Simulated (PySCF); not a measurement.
One molecule, a ladder of functionals, a line

Molecule: `InChI=1S/C3H5NO.Al.3H/c4-2-1-3-5;;;;/h5H,1,3H2;;;;`.

Atoms are numbered as in `[OH:1][CH2:2][CH2:3][C:4]#[N+:5][AlH3-:6]`; H(Xn) means a hydrogen on atom n.

GIAO shieldings (ppm, equivalent atoms averaged) in PySCF on the PBE0-D3(BJ)/def2-SVP geometry, basis pcSseg-1, gas phase, non-relativistic:

```csv
functional,exact exchange (%),σ(O1),σ(C2),σ(C3),σ(Al6)
BLYP,0,263.5,107.0,149.6,424.1
BP86,0,269.0,112.4,154.1,424.8
PBE,0,267.9,112.9,154.6,424.7
PBE0,25,284.0,121.2,159.8,436.6
mPW1PW91,25,283.5,120.4,158.8,436.9
BHandHLYP,50,292.6,123.3,160.2,447.1
HF,100,310.7,136.4,169.5,476.9
```

(1) Fit each shielding as a line in the percentage of exact exchange.

(2) What does the line predict for B3LYP (20 %), and what does the run give?

## Answers

(1) σ(O1) = 268.9 + 0.44 x (rms 3.1 ppm); σ(C2) = 111.9 + 0.25 x (rms 2.4 ppm); σ(C3) = 153.4 + 0.16 x (rms 1.9 ppm); σ(Al6) = 424.0 + 0.51 x (rms 1.2 ppm). The functionals also differ in their semilocal parts, which the line can't hold; Hartree–Fock has no correlation at all.

(2) σ(O1): 277.7 predicted, 277.5 computed; σ(C2): 116.9 predicted, 114.2 computed; σ(C3): 156.6 predicted, 154.2 computed; σ(Al6): 434.2 predicted, 432.5 computed ppm.
